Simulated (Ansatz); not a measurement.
## Ligand exchange: CH3Br + Zn(CH3)Br → C2H6 + ZnBr2

Gas-phase species: CH3Br (bromomethane) `CBr`, singlet; Zn(CH3)Br, singlet; C2H6 (ethane) `CC`, singlet; ZnBr2 `[Br][Zn][Br]`, singlet. The partners trade Br for CH3: C–Br and Zn–CH3 bonds give way to C–CH3 and Zn–Br.

Shapes, held fixed at every level: PBE0-D4/def2-TZVP. Programs: Ansatz 0.2.0. The zero-point and thermal change to 298 K, harmonic and unscaled (PBE0-D4/def2-TZVP), is +7.6 kJ/mol.

| level | kind | ΔH(298 K) (kJ/mol) | CPU time (sum over the molecules) |
| --- | --- | --- | --- |
| HF/def2-SVP | Hartree–Fock | -201.4 | – |
| HF/def2-TZVPP | Hartree–Fock | -191.4 | – |
| SPW92/def2-TZVPP | LDA | -139.4 | 8.2 s |
| PBE-D4/def2-TZVPP | GGA | -139.8 | 15 s |
| BHLYP-D4/def2-TZVPP | global hybrid | -168.0 | 21 s |
| wB97M-V/def2-TZVPP | range-separated hybrid | -152.4 | 76 s |
| wB97X-V/def2-TZVPP | range-separated hybrid | -155.1 | 50 s |

wB97X-V/def2-TZVPP gives ΔH(298 K) = -155.1 kJ/mol; the levels span -201.4 to -139.4. The median of the levels is -155.1. No measured value is set beside it here. Relativity is left out for Br, Zn. Times are processor times on shared x86 and Arm servers, and rough.
